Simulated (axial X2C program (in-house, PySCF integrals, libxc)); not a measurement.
**Ionising HgC**

Computed with an in-house relativistic program for diatomic molecules, spin-free (one-electron X2C) or two-component (2c: spin–orbit coupling with atomic mean-field Coulomb and Gaunt terms, which also bring small scalar terms), in Dyall basis sets with cores contracted in-house; open shells are unrestricted.

Basis sets: C dyall-v3z, Hg dyall-cv3z.

```csv
Hamiltonian,level,HgC state,Re (Å),ωe (cm⁻¹),De (eV)
spin-free,PBE0,"M_S = 1, Λ = 0",2.142,386.4,0.81
2c,PBE0,Ω = 1,2.128,394.5,0.83
```

Adiabatic ionisation energy (minimum to minimum, no zero-point term) and constants of HgC⁺:

```json
{"Hamiltonian": "spin-free", "level": "PBE0", "HgC⁺ state": "M_S = 1/2, Λ = 1", "IE (eV)": "9.01", "Re (Å)": "2.140", "ωe (cm⁻¹)": "426.1", "De (eV)": "1.94", "fragments": "Hg+ + C"}
{"Hamiltonian": "2c", "level": "PBE0", "HgC⁺ state": "Ω = 1/2", "IE (eV)": "8.99", "Re (Å)": "2.117", "ωe (cm⁻¹)": "433.4", "De (eV)": "2.01", "fragments": "Hg+ + C"}
```

**Question.** Add the zero-point terms to the ionisation energy at PBE0, 2c, and say whether the electron removed was bonding.

**Answer.** IE0 = IE + (ωe⁺ − ωe)/2 = 8.99 + (0.002) = 8.99 eV. Re changes by -0.011 Å, but the two determinants differ by more than one electron in one block, so no single orbital tells the change.

**Question.** Close the cycle De(HgC⁺) + IE(HgC) = De(HgC) + IE(Hg) to find the atomic ionisation energy at PBE0, 2c.

**Answer.** IE(Hg) = 2.01 + 8.99 − 0.83 = 10.17 eV, for the determinants used.

Each entry is the lowest single determinant of a limited PBE0 search at one distance. De goes to single-determinant-based atoms at the same level (for ions the charge split of lowest energy) and is withheld (n/a) where an atom does not fit its ground term or J level. Main or longest-lived isotopes. One determinant is a doubtful description, or other states lie close, for HgC; these need not be ground states, and all values refer to the states named. Some open-shell Ω = 0 determinants are out of reach, so the Ω given for HgC need not be the lowest component. With several unpaired electrons the Ω given is that of one determinant, not necessarily of the lowest component. Some light 2c atoms are not at their ground J level, so De misses part of their lowering (0.04 eV or less). The functionals have no current term, which raises determinants with orbital currents.
